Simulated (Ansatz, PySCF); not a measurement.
CH5GaN, SMILES [CH3][Ga+][NH2], charge +1. Atoms are numbered in the order given.

```xyz
8

Ga    -0.0196    -0.0017    -0.0038
C     -0.2507     1.5230    -1.1169
H     -1.0603     2.1446    -0.7042
H     -0.5246     1.1869    -2.1288
H      0.6873     2.0967    -1.1491
N      0.1887    -1.4051     1.0195
H      0.5433    -2.3002     0.6882
H     -0.0319    -1.4193     2.0133
```
Charge +1, spin multiplicity 1.

Geometry optimised at ωB97X-D3(BJ)/def2-SVP. The spin state was assumed, not searched. The isomer is the one that the SMILES or the coordinates give; other isomers of the formula were not compared. Other conformers were not sampled.

Two levels are set side by side: PBE-D3(BJ)/def2-SVP (Ansatz, a quantum-chemistry and plane-wave program) and ωB97X-D3(BJ)/def2-SVP (PySCF). Each level has its own optimised geometry; the coordinates shown are those of the second. Differences are taken from unrounded values.

```json
[
 {"quantity": "mean bond length (Å)", "ωB97X-D3(BJ)": "1.284", "PBE-D3(BJ)": "1.293", "PBE-D3(BJ) minus ωB97X-D3(BJ)": "0.009"},
 {"quantity": "bond Ga1–C2 (Å)", "ωB97X-D3(BJ)": "1.902", "PBE-D3(BJ)": "1.914", "PBE-D3(BJ) minus ωB97X-D3(BJ)": "0.012"},
 {"quantity": "bond Ga1–N6 (Å)", "ωB97X-D3(BJ)": "1.749", "PBE-D3(BJ)": "1.763", "PBE-D3(BJ) minus ωB97X-D3(BJ)": "0.014"},
 {"quantity": "bond C2–H3 (Å)", "ωB97X-D3(BJ)": "1.101", "PBE-D3(BJ)": "1.109", "PBE-D3(BJ) minus ωB97X-D3(BJ)": "0.008"},
 {"quantity": "bond C2–H4 (Å)", "ωB97X-D3(BJ)": "1.101", "PBE-D3(BJ)": "1.109", "PBE-D3(BJ) minus ωB97X-D3(BJ)": "0.008"},
 {"quantity": "bond C2–H5 (Å)", "ωB97X-D3(BJ)": "1.100", "PBE-D3(BJ)": "1.107", "PBE-D3(BJ) minus ωB97X-D3(BJ)": "0.007"},
 {"quantity": "bond N6–H7 (Å)", "ωB97X-D3(BJ)": "1.018", "PBE-D3(BJ)": "1.026", "PBE-D3(BJ) minus ωB97X-D3(BJ)": "0.008"},
 {"quantity": "bond N6–H8 (Å)", "ωB97X-D3(BJ)": "1.018", "PBE-D3(BJ)": "1.026", "PBE-D3(BJ) minus ωB97X-D3(BJ)": "0.008"}
]
```

Exact exchange shortens and stiffens bonds; PBE has none. Differences between two approximate levels are no errors against the true value.
